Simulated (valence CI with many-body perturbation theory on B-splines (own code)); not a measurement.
## Energy levels of W⁶⁰⁺

Level of theory: relativistic CI+MBPT: four valence electrons over a frozen Dirac-Fock core [Ne], radial functions for each j: 11 s, 11 p, 10 d, 8 f, 5 g, 2 h, with the one-electron correlation potential Σ1, the two-electron term Σ2, the three-electron term Σ3, Breit, model QED; selected CI, second order for the rest, scaled by the run's own slope (own B-spline code, finite nucleus).

The last digits are not significant, and no measured levels were compared; by estimate large intervals hold to a few tenths of a per cent, small ones and those within an open d or f shell to about a per cent. Among the levels kept, up to 580 cm⁻¹ of a level comes from second order outside the variational space, and about a tenth of that is noise between levels of different J, which matters for small intervals.

Levels 1 to 45 of 169, with energies above the lowest level, (3s^2 3p1/2^2) J=0. "Leading %" is the weight of the configuration and term that name the level; weights of strongly mixed levels are sums over their largest components and can fall short. In the jj column 3d3/2^4 stands for four electrons in 3d with j = 3/2. Lifetimes count E1, E2, E3, M1 and M2 decay at the calculated energies, and are blank where another channel may lead or the interval is too uncertain; long ones can be off by a factor of two.

```
No.  Configuration  Term  J  E (Ry)  Leading %  Lifetime                   Leading jj
  1         3s²3p²    ³P  0   0.000         69                   3s^2 3p1/2^2 (100 %)
  2         3s²3p²    ³P  1  25.564         99   3.76 ns      3s^2 3p1/2 3p3/2 (99 %)
  3         3s²3p²    ¹D  2  26.249         64    219 ns      3s^2 3p1/2 3p3/2 (99 %)
  4          3s3p³   ³P°  2  37.961         46   37.0 ps      3s 3p1/2^2 3p3/2 (97 %)
  5          3s3p³   ³D°  1  39.994         28   1.26 ps      3s 3p1/2^2 3p3/2 (82 %)
  6        3s²3p3d   ³F°  2  41.748         74   98.5 ps      3s^2 3p1/2 3d3/2 (99 %)
  7        3s²3p3d   ³D°  1  44.967         44    216 fs      3s^2 3p1/2 3d3/2 (82 %)
  8        3s²3p3d   ³P°  2  49.151         45   2.99 ps      3s^2 3p1/2 3d5/2 (97 %)
  9        3s²3p3d   ³F°  3  49.234         51   4.60 ps      3s^2 3p1/2 3d5/2 (98 %)
 10         3s²3p²    ³P  2  52.332         64   1.31 ns          3s^2 3p3/2^2 (98 %)
 11         3s²3p²    ¹S  0  53.834         68   1.09 ns          3s^2 3p3/2^2 (98 %)
 12        3s3p²3d    ³D  1  54.454         44   17.8 ps      3s 3p1/2^2 3d3/2 (99 %)
 13        3s3p²3d    ³D  2  54.996         30   18.2 ps      3s 3p1/2^2 3d3/2 (97 %)
 14        3s3p²3d    ³D  3  61.492         35   4.00 ps      3s 3p1/2^2 3d5/2 (98 %)
 15        3s3p²3d    ³F  2  62.518         27   3.61 ps      3s 3p1/2^2 3d5/2 (97 %)
 16          3s3p³   ³D°  2  62.896         50   1.81 ps      3s 3p1/2 3p3/2^2 (95 %)
 17          3s3p³   ³D°  3  64.253         94   2.66 ps      3s 3p1/2 3p3/2^2 (94 %)
 18          3s3p³   ³P°  0  65.104         86   1.47 ps      3s 3p1/2 3p3/2^2 (86 %)
 19          3s3p³   ¹D°  2  66.188         55    695 fs      3s 3p1/2 3p3/2^2 (72 %)
 20          3s3p³   ³P°  1  66.194         34    856 fs      3s 3p1/2 3p3/2^2 (82 %)
 21          3s3p³   ³S°  1  67.033         32    306 fs      3s 3p1/2 3p3/2^2 (97 %)
 22        3s²3p3d   ³F°  3  70.048         45    444 fs      3s^2 3p3/2 3d3/2 (94 %)
 23        3s²3p3d   ³D°  2  70.361         39    205 fs      3s^2 3p3/2 3d3/2 (70 %)
 24        3s²3p3d   ³P°  1  70.405         46    259 fs      3s^2 3p3/2 3d3/2 (83 %)
 25        3s²3p3d   ³P°  0  70.490         86    307 fs      3s^2 3p3/2 3d3/2 (86 %)
 26        3s²3p3d   ³F°  4  74.245         99   2.30 ns      3s^2 3p3/2 3d5/2 (99 %)
 27        3s²3p3d   ³P°  2  74.960         44   5.16 ps      3s^2 3p3/2 3d5/2 (96 %)
 28        3s²3p3d   ³D°  3  76.651         61   1.57 ps      3s^2 3p3/2 3d5/2 (95 %)
 29        3s²3p3d   ¹P°  1  77.399         63   2.22 ps      3s^2 3p3/2 3d5/2 (96 %)
 30        3s3p²3d    ⁵F  2  77.875         23   2.49 ps  3s 3p1/2 3p3/2 3d3/2 (66 %)
 31        3s3p²3d    ⁵D  0  78.409         74   12.6 ps  3s 3p1/2 3p3/2 3d3/2 (93 %)
 32        3s3p²3d    ⁵D  1  78.610         51   14.0 ps  3s 3p1/2 3p3/2 3d3/2 (99 %)
 33        3s3p²3d    ⁵F  3  79.012         44   13.0 ps  3s 3p1/2 3p3/2 3d3/2 (97 %)
 34            3p⁴    ³P  2  79.325         29    852 fs  3s 3p1/2 3p3/2 3d3/2 (50 %)
 35            3p⁴    ¹S  0  80.206         44    681 fs       3p1/2^2 3p3/2^2 (69 %)
 36        3s3p²3d    ³G  4  80.266         30   36.3 ps  3s 3p1/2 3p3/2 3d3/2 (95 %)
 37        3s3p²3d    ³F  2  81.291         57    739 fs  3s 3p1/2 3p3/2 3d3/2 (87 %)
 38        3s3p²3d    ³D  3  81.767         32    434 fs  3s 3p1/2 3p3/2 3d3/2 (93 %)
 39        3s3p²3d    ³P  1  82.100         30    393 fs  3s 3p1/2 3p3/2 3d3/2 (97 %)
 40        3s3p²3d    ³D  2  82.244         25    292 fs  3s 3p1/2 3p3/2 3d3/2 (85 %)
 41        3s3p²3d    ³G  3  82.452         45    419 fs  3s 3p1/2 3p3/2 3d3/2 (98 %)
 42        3s3p²3d    ³D  1  82.567         45    340 fs  3s 3p1/2 3p3/2 3d3/2 (96 %)
 43        3s3p²3d    ⁵D  4  84.350         46    105 ps  3s 3p1/2 3p3/2 3d5/2 (99 %)
 44        3s3p²3d    ³D  1  84.356         47    206 fs  3s 3p1/2 3p3/2 3d3/2 (92 %)
 45        3s3p²3d    ³F  2  84.524         29    220 fs  3s 3p1/2 3p3/2 3d3/2 (74 %)
```

The ionisation energy to 3s²3p ²P°1/2 of the next ion comes out as 6586.7 eV (NIST: 6596 ± 7 eV (semi-empirical)). All 169 levels together are meant to be complete up to 127.522 Ry.
